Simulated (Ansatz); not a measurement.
Series ZrCl2X2: vertical EA (eV) at several levels, gas phase, relaxed structures; Ansatz. Core potentials for Zr in the def2 sets, no spin–orbit coupling. A negative affinity means that the extra electron isn't bound at that geometry and level; within about 0.2 eV of zero the sign isn't settled. Names give formal oxidation states. The structures are stationary points that may keep the symmetry of their start. Remarks come from the PBE and PBE0 runs and from stability tests at other levels; not every state was tested. A HOMO above zero means that the electron is unbound at that level and held by the basis, or that self-interaction error raises the level; the energy of removing that electron tells which. HOMO above LUMO (over both spins in singlets and doublets, within one spin in higher multiplets; at PBE or PBE0), or a gap under 0.15 eV within one spin, warns that the state may not be the lowest or that an electron is smeared out.

```
                species               state            geometry  PBE-D4/def2-TZVPD  r2SCAN-D4/def2-TZVPD  PBE0-D4/def2-TZVPD                                                                                  remarks
      ZrF2Cl2 (ZrCl2F2)  singlet to doublet  r2SCAN-D4/def2-SVP               0.16                  0.15                0.37  HOMO above zero (-1 doublet), gap within one spin near zero at PBE or PBE0 (-1 doublet)
                ZrH2Cl2  singlet to doublet    PBE-D4/def2-TZVP               0.99                  1.03                1.12                                                             HOMO above zero (-1 doublet)
 Zr(OH)2Cl2 (ZrCl2O2H2)  singlet to doublet  r2SCAN-D4/def2-SVP              -0.06                 -0.23               -0.21                                                             HOMO above zero (-1 doublet)
Zr(NH2)2Cl2 (ZrN2Cl2H4)  singlet to doublet   B3LYP-D4/def2-SVP              -0.13                 -0.28               -0.13  HOMO above zero (-1 doublet), gap within one spin near zero at PBE or PBE0 (-1 doublet)
```

Over the 4 species that have every level, the mean is 0.24 at PBE-D4/def2-TZVPD, 0.17 at r2SCAN-D4/def2-TZVPD, 0.29 at PBE0-D4/def2-TZVPD.
